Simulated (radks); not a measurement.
Results of a calculation; reference values are marked as such.
Spherical quantum dot in the effective-mass picture: electrons in a hard-walled sphere of radius 7.02, with a point charge +2 (a donor) at the centre, all in effective atomic units (hartree* = m*/eps^2 hartree, bohr* = eps/m* bohr), one dielectric constant everywhere. Level of theory: non-relativistic Kohn-Sham, exchange-only LDA, spin-polarised, spherical densities (a radial shooting solver with Libxc functionals). Levels are named by radial order and angular momentum (1s, 1p, 1d, 2s, ...), and open shells are averaged over m. Results are scaled to m* = 0.094 and eps = 15.7, for which hartree* = 10.38 meV and bohr* = 8.838 nm. Each electron was tried in the lowest free levels, single moves between levels near the top were tried too, and the lowest total energy was kept; such a search can miss a lower state. At N = 1 the Hartree and exchange-correlation terms need not cancel, so that row can carry a self-interaction error.

\begin{tabular}{lrrrrrr}
N & open shells & 2S & E (meV) & mu = E(N) - E(N-1) (meV) & addition energy mu(N+1) - mu(N) (meV) & rms radius (nm) \\ \hline
1 & 1s(up 1, down 0) & 1 & -19.8473 & -19.847 & 11.43 & 7.939 \\
2 & none & 0 & -28.2636 & -8.4163 & 10.10 & 10.18 \\
3 & 2s(up 1, down 0) & 1 & -26.5800 & 1.6836 & 2.159 & 23.44 \\
4 & 1p(up 1, down 0) 2s(up 1, down 0) & 2 & -22.7374 & 3.8426 & 1.876 & 28.41 \\
5 & 1p(up 2, down 0) 2s(up 1, down 0) & 3 & -17.0190 & 5.7184 & 1.876 & 31.47 \\
6 & 1p(up 3, down 0) 2s(up 1, down 0) & 4 & -9.42431 & 7.5947 & 2.569 & 33.64 \\
7 & 1p(up 3, down 0) & 3 & 0.738926 & 10.163 & 1.934 & 35.31 \\
8 & 1p(up 3, down 1) & 2 & 12.8358 & 12.097 & 1.690 & 36.63 \\
9 & 1p(up 3, down 2) & 1 & 26.6229 & 13.787 & 1.733 & 37.72 \\
10 & none & 0 & 42.1429 & 15.520 & 2.749 & 38.63 \\
11 & 1d(up 1, down 0) & 1 & 60.4117 & 18.269 & 1.710 & 39.54 \\
12 & 1d(up 2, down 0) & 2 & 80.3908 & 19.979 & 1.719 & 40.30 \\
13 & 1d(up 3, down 0) & 3 & 102.089 & 21.698 & 1.724 & 40.96 \\
14 & 1d(up 4, down 0) & 4 & 125.511 & 23.422 & 1.726 & 41.54 \\
15 & 1d(up 5, down 0) & 5 & 150.659 & 25.148 & 2.333 & 42.05 \\
16 & 1d(up 5, down 1) & 4 & 178.140 & 27.481 & 1.669 & 42.51 \\
17 & 1d(up 5, down 2) & 3 & 207.291 & 29.150 & 1.681 & 42.93 \\
18 & 1d(up 5, down 3) & 2 & 238.122 & 30.831 & 1.688 & 43.31 \\
19 & 1d(up 5, down 4) & 1 & 270.641 & 32.519 & 1.693 & 43.66 \\
20 & none & 0 & 304.853 & 34.212 & 2.905 & 43.98 \\
21 & 1f(up 1, down 0) & 1 & 341.969 & 37.116 & 1.678 & 44.31 \\
22 & 1f(up 2, down 0) & 2 & 380.763 & 38.794 & 1.680 & 44.61 \\
23 & 1f(up 3, down 0) & 3 & 421.237 & 40.474 & 1.682 & 44.88 \\
24 & 1f(up 4, down 0) & 4 & 463.393 & 42.156 & 1.683 & 45.14 \\
25 & 1f(up 5, down 0) & 5 & 507.232 & 43.839 & 1.684 & 45.38 \\
26 & 1f(up 6, down 0) & 6 & 552.755 & 45.523 & 1.684 & 45.61 \\
27 & 1f(up 7, down 0) & 7 & 599.962 & 47.207 & 2.249 & 45.82 \\
28 & 1f(up 7, down 1) & 6 & 649.418 & 49.456 & - & 46.02 \\
\end{tabular}

All shells are closed at N = 2, 10, 20 (there: 1s2 1p6 1d10 2s2); the second difference of the energy has clear peaks (12 % above both neighbours; the first and last values, which can be the largest, are not judged, and half-filled shells can peak too) at N = 6, 10, 15, 20.
